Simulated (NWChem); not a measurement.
## Atomisation of MgO

```xyz
2

Mg     0.0000     0.0000     0.6990
O      0.0000     0.0000    -1.0486
```
Charge 0, spin multiplicity 1.

The numbers come from NWChem runs, not from measurements. All single points use one geometry, from PBE0/def2-SVP, a minimum by its harmonic frequencies.

Basis set: def2-TZVP. The atomisation energy is electronic alone: no zero-point, thermal, spin-orbit or counterpoise terms. No value is extrapolated to the basis-set limit. Free atoms are single determinants with multiplicities Mg 1, O 3. Correlated methods freeze the same cores in atoms and molecule, 6 orbitals in all.

B3LYP has NWChem's definition, with VWN1-RPA local correlation. The structure started from a generated list of species. No SCF solution was tested for a lower state. Open-shell Hartree-Fock references start from PBE0 orbitals. Coupled-cluster values serve here as a point of comparison, not as the truth.

| method | atomisation energy (kcal/mol) | remark |
|---|---|---|
| MP2 | 71.0 | - |
| r2SCAN | 58.3 | - |
| HF | -29.9 | - |
| B3LYP | ___ | - |
| PBE0 | ___ | - |
| PBE | 66.5 | - |
| TPSS | ___ | - |
| LDA (SVWN5) | 84.3 | - |
| BP86 | 66.4 | - |
| CCSD(T) | ___ | large amplitudes |

### Question
Complete the blanks.

### Answer

- B3LYP, atomisation energy (kcal/mol): 51.6
- PBE0, atomisation energy (kcal/mol): 46.8
- TPSS, atomisation energy (kcal/mol): 59.1
- CCSD(T), atomisation energy (kcal/mol): 53.2
